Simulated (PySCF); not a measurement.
C4H4F2O2, SMILES C1(=C(F)F)OCOC1. Atoms are numbered in the order given.

```xyz
12

F      1.4863    -1.7933     0.6187
C      1.2390    -0.5410     0.2868
F      2.3425     0.1987     0.2668
C      0.0415    -0.0301     0.0113
C     -0.2885     1.3917    -0.3913
O     -1.7020     1.4090    -0.2690
C     -2.1204     0.0976    -0.4986
O     -1.1201    -0.7485     0.0579
H      0.0326     1.6060    -1.4306
H      0.1434     2.1541     0.2733
H     -2.2128    -0.1186    -1.5849
H     -3.0763    -0.0843     0.0128
```

Coordinates come from a B3LYP-D3(BJ)/def2-SVP optimisation. The structure was generated by enumeration, and PubChem lists no compound with its InChIKey, so it may never have been made. The values are those of a single conformer.

Level of theory: TDA-PBE0/def2-SVPD run with PySCF.

Vertical excitations. 

Computed UV-visible absorptions:
| state | energy (eV) | λ (nm) | f | main pairs |
|---|---|---|---|---|
| S1 | 5.96 | 208 | 0.007 | HOMO→LUMO 93 % |
| S2 | 6.57 | 189 | 0.004 | HOMO→LUMO+3 37 %, HOMO→LUMO+2 27 %, HOMO→LUMO+4 22 %, HOMO→LUMO+1 6 % |
| S3 | 6.72 | 185 | 0.001 | HOMO→LUMO+2 65 %, HOMO→LUMO+3 27 % |
| S4 | 7.18 | 173 | 0.024 | HOMO→LUMO+4 59 %, HOMO→LUMO+3 26 % |
| S5 | 7.30 | 170 | 0.093 | HOMO→LUMO+5 46 %, HOMO→LUMO+1 33 % |
| S6 | 7.49 | 165 | 0.005 | HOMO→LUMO+6 87 % |
| T1 | 4.24 | 293 | 0 | HOMO→LUMO+1 89 % |
| T2 | 5.74 | 216 | 0 | HOMO→LUMO 82 % |
Triplets are in the Tamm–Dancoff approximation.
